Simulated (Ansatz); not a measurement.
Calculated with Ansatz (gas phase, PBE0-D4/def2-TZVP geometries, no zero-point term in ΔE). CBS: MP2 limit from def2 TZ/QZ plus the TZ coupled-cluster correction, frozen cores. DFT in def2-TZVPP. B3LYP here is the variant with VWN-RPA as its local correlation; programs differ in this. For Br outer-core shells are correlated without core-valence functions, which leaves a few kJ/mol of doubt a bond. Scalar relativity is left out up to krypton. Each species was taken in one conformer, which may not be the lowest.

`C=C(N)Br` + CH₃NH₂ → `C=C(N)NC` + HBr  (substitution at a C–Br bond)

```
         level  ΔE (kJ/mol)  difference from CCSD(T)/CBS
      B3LYP-D4        -29.2                         -3.1
       ωB97X-V        -31.2                         -5.1
       ωB97M-V        -30.4                         -4.3
           PBE        -23.9                          2.2
MP2/def2-TZVPP        -23.9                          2.2
 HF/def2-QZVPP        -35.6                         -9.5
MP2/def2-QZVPP        -23.0                          3.1
  HF/CBS(def2)        -35.6                         -9.5
 MP2/CBS(def2)        -22.3                          3.8
CCSD/CBS(def2)        -27.6                         -1.5
   CCSD(T)/CBS        -26.1                            0
```

Largest T1 diagnostic among the species: 0.011.

In def2-TZVPP, CCSD(T) changes the Hartree–Fock value by +7.9 kJ/mol (the triples alone add +1.5 kJ/mol) and MP2 by +11.7 kJ/mol. From PBE to PBE0 (25 % exact exchange), in def2-TZVPP and without D4, ΔE moves by −4.6 kJ/mol. The D4 term adds −3.2 kJ/mol with B3LYP and −2.1 kJ/mol with PBE0; it sums over pairs of atoms, weighted by their polarisabilities, and B3LYP, whose exchange is more repulsive, gets the larger term.
